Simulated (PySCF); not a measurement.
C2H6N (SMILES C[N]C), doublet, geometry from GFN2-xTB. Base run: M062X/def2-SV(P) run with PySCF.

Geometry (Å):
```xyz
9

C      0.1294    -0.1137     1.2018
N     -0.3995     0.3894     0.0043
C      0.1047    -0.1123    -1.2043
H      0.9354    -0.8530     1.0789
H      0.4938     0.7263     1.8063
H     -0.6848    -0.5611     1.7867
H      0.9130    -0.8518    -1.0989
H      0.4566     0.7284    -1.8152
H     -0.7214    -0.5591    -1.7729
```
Charge 0, spin multiplicity 2.
Orbitals are unrestricted.
All else is at PySCF's defaults.
Base energy -134.30678 Eh.

Each row names what was changed in the base input (with any setting that the change needs).

| change | ΔE vs base (mEh) | SCF cycles | <S^2> |
|---|---|---|---|
| base | 0.000 | 10 | 0.754 |
| diis_space = 20 | 0.000 | 10 | 0.754 |
| conv_tol = 1e-4 | 0.000 | 6 | 0.754 |
| solver = newton; init_guess = 1e | 0.000 | - | 0.754 |
| diis = off; damp = 0.6 (with mf.diis_start_cycle = 200; with mf.max_cycle = 150) | 0.000 | 30 | 0.754 |
| diis_space = 4 | 0.000 | 11 | 0.754 |
| init_guess = atom | 0.000 | 10 | 0.754 |
| init_guess = huckel | 0.000 | 12 | 0.754 |
| init_guess = vsap | 0.000 | 11 | 0.754 |
| level_shift = 0.1 (with mf.max_cycle = 100) | 0.000 | 11 | 0.754 |
| diis_space = 12 | 0.000 | 10 | 0.754 |
| level_shift = 0.5 (with mf.max_cycle = 100) | 0.000 | 17 | 0.754 |
| conv_tol = 1e-7 | 0.000 | 8 | 0.754 |

Open shells are given as the SCF converged; they aren't shown to be the lowest states, and a large step between rows can be another state.
